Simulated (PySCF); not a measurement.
diethyl sulfide (C4H10S), singlet, geometry from GFN2-xTB; B3LYP/STO-3G in PySCF.

The PySCF input:
```python
from pyscf import gto, scf, dft

mol = gto.M(
    atom='''
C     2.560674   -0.007758   -0.238388
C     1.106354    0.249564   -0.581266
S     0.038049   -0.224781    0.829016
C    -1.553893    0.475589    0.276743
C    -2.192962   -0.315920   -0.848776
H     2.850209    0.567661    0.637580
H     3.196552    0.277998   -1.074003
H     2.716776   -1.061996   -0.022780
H     0.930353    1.308383   -0.777189
H     0.803100   -0.338536   -1.448012
H    -1.375110    1.512437   -0.011201
H    -2.182656    0.457998    1.166380
H    -2.314895   -1.355578   -0.554183
H    -1.582153   -0.278953   -1.748084
H    -3.171995    0.098226   -1.082633
''',
    basis='sto-3g',
    charge=0,
    spin=0,
    verbose=4,
)

mf = dft.RKS(mol)
mf.xc = 'b3lyp'
mf.diis = False
mf.max_cycle = 100
mf.kernel()
```

It wrote (shortened):

```
PySCF version 2.14.0

[INPUT] verbose = 4
[INPUT] num. atoms = 15
[INPUT] num. electrons = 50
[INPUT] charge = 0
[INPUT] spin (= nelec alpha-beta = 2S) = 0
[INPUT] symmetry False subgroup None
[INPUT] Mole.unit = angstrom
[INPUT] Symbol           X                Y                Z      unit          X                Y                Z       unit  Magmom
[...]
nuclear repulsion = 236.155209683094
number of shells = 27
number of NR pGTOs = 117
number of NR cGTOs = 39
basis = sto-3g
ecp = {}

******** <class 'pyscf.dft.rks.RKS'> ********
method = RKS
initial guess = minao
damping factor = 0
level_shift factor = 0
DIIS disabled
SCF conv_tol = 1e-09
SCF conv_tol_grad = None
SCF max_cycles = 100
direct_scf = True
direct_scf_tol = 1e-13
XC library pyscf.dft.libxc version 7.1.2
    S. Lehtola, C. Steigemann, M. J. T. Oliveira, and M. A. L. Marques,  SoftwareX 7, 1–5 (2018)
XC functionals = b3lyp
    P. J. Stephens, F. J. Devlin, C. F. Chabalowski, and M. J. Frisch,  J. Phys. Chem. 98, 11623 (1994)
radial grids:
    Treutler-Ahlrichs [JCP 102, 346 (1995); DOI:10.1063/1.469408] (M4) radial grids

becke partition: Becke, JCP 88, 2547 (1988); DOI:10.1063/1.454033
pruning grids: <function nwchem_prune>
grids dens level: 3
symmetrized grids: False
atomic radii adjust function: <function treutler_atomic_radii_adjust>
small_rho_cutoff = 0
Set gradient conv threshold to 3.16228e-05
Initial guess from minao.
tot grids = 173432
init E= -550.342708259656
[...]
cycle= 1 E= -550.336421982366  delta_E= 0.00629  |g|= 0.206  |ddm|= 4.56
[...]
cycle= 2 E= -550.346657023878  delta_E= -0.0102  |g|= 0.153  |ddm|= 0.66
[...]
cycle= 3 E= -550.347902109768  delta_E= -0.00125  |g|= 0.149  |ddm|= 0.472
[...]
cycle= 4 E= -550.347221343536  delta_E= 0.000681  |g|= 0.158  |ddm|= 0.445
[...]
cycle= 5 E= -550.345833458586  delta_E= 0.00139  |g|= 0.172  |ddm|= 0.466
[...]
cycle= 6 E= -550.343733949788  delta_E= 0.0021  |g|= 0.19  |ddm|= 0.508
[...]
cycle= 7 E= -550.341180937677  delta_E= 0.00255  |g|= 0.209  |ddm|= 0.561
[...]
cycle= 8 E= -550.337654737676  delta_E= 0.00353  |g|= 0.234  |ddm|= 0.625
[...]
cycle= 9 E= -550.333602426373  delta_E= 0.00405  |g|= 0.258  |ddm|= 0.695
[...]
cycle= 10 E= -550.327987229718  delta_E= 0.00562  |g|= 0.29  |ddm|= 0.777
[...]
cycle= 11 E= -550.321770369859  delta_E= 0.00622  |g|= 0.32  |ddm|= 0.864
[...]
cycle= 12 E= -550.312979115097  delta_E= 0.00879  |g|= 0.36  |ddm|= 0.967
[...]
cycle= 13 E= -550.303636841015  delta_E= 0.00934  |g|= 0.396  |ddm|= 1.07
[...]
[...]
cycle= 70 E= -495.172186110219  delta_E= -0.0351  |g|= 1.65  |ddm|= 24.2
[...]
cycle= 71 E= -495.13710355335  delta_E= 0.0351  |g|= 1.52  |ddm|= 24.2
[...]
cycle= 72 E= -495.172186110219  delta_E= -0.0351  |g|= 1.65  |ddm|= 24.2
[...]
cycle= 73 E= -495.137103553349  delta_E= 0.0351  |g|= 1.52  |ddm|= 24.2
[...]
cycle= 74 E= -495.172186110219  delta_E= -0.0351  |g|= 1.65  |ddm|= 24.2
[...]
cycle= 75 E= -495.137103553349  delta_E= 0.0351  |g|= 1.52  |ddm|= 24.2
[...]
cycle= 76 E= -495.172186110217  delta_E= -0.0351  |g|= 1.65  |ddm|= 24.2
[...]
cycle= 77 E= -495.137103553348  delta_E= 0.0351  |g|= 1.52  |ddm|= 24.2
[...]
cycle= 78 E= -495.172186110218  delta_E= -0.0351  |g|= 1.65  |ddm|= 24.2
[...]
cycle= 79 E= -495.137103553349  delta_E= 0.0351  |g|= 1.52  |ddm|= 24.2
[...]
cycle= 80 E= -495.172186110219  delta_E= -0.0351  |g|= 1.65  |ddm|= 24.2
[...]
cycle= 81 E= -495.137103553349  delta_E= 0.0351  |g|= 1.52  |ddm|= 24.2
[...]
cycle= 82 E= -495.17218611022  delta_E= -0.0351  |g|= 1.65  |ddm|= 24.2
[...]
cycle= 83 E= -495.137103553349  delta_E= 0.0351  |g|= 1.52  |ddm|= 24.2
[...]
cycle= 84 E= -495.172186110218  delta_E= -0.0351  |g|= 1.65  |ddm|= 24.2
[...]
cycle= 85 E= -495.137103553349  delta_E= 0.0351  |g|= 1.52  |ddm|= 24.2
[...]
cycle= 86 E= -495.172186110219  delta_E= -0.0351  |g|= 1.65  |ddm|= 24.2
[...]
cycle= 87 E= -495.137103553349  delta_E= 0.0351  |g|= 1.52  |ddm|= 24.2
[...]
cycle= 88 E= -495.172186110218  delta_E= -0.0351  |g|= 1.65  |ddm|= 24.2
[...]
cycle= 89 E= -495.137103553349  delta_E= 0.0351  |g|= 1.52  |ddm|= 24.2
[...]
cycle= 90 E= -495.172186110219  delta_E= -0.0351  |g|= 1.65  |ddm|= 24.2
[...]
cycle= 91 E= -495.13710355335  delta_E= 0.0351  |g|= 1.52  |ddm|= 24.2
[...]
cycle= 92 E= -495.172186110218  delta_E= -0.0351  |g|= 1.65  |ddm|= 24.2
[...]
cycle= 93 E= -495.137103553348  delta_E= 0.0351  |g|= 1.52  |ddm|= 24.2
[...]
cycle= 94 E= -495.17218611022  delta_E= -0.0351  |g|= 1.65  |ddm|= 24.2
[...]
cycle= 95 E= -495.137103553349  delta_E= 0.0351  |g|= 1.52  |ddm|= 24.2
[...]
cycle= 96 E= -495.172186110218  delta_E= -0.0351  |g|= 1.65  |ddm|= 24.2
[...]
cycle= 97 E= -495.137103553349  delta_E= 0.0351  |g|= 1.52  |ddm|= 24.2
[...]
cycle= 98 E= -495.17218611022  delta_E= -0.0351  |g|= 1.65  |ddm|= 24.2
[...]
cycle= 99 E= -495.137103553349  delta_E= 0.0351  |g|= 1.52  |ddm|= 24.2
[...]
cycle= 100 E= -495.172186110219  delta_E= -0.0351  |g|= 1.65  |ddm|= 24.2
SCF not converged.
SCF energy = -495.172186110219
```

The run did not converge; its last values are not results.
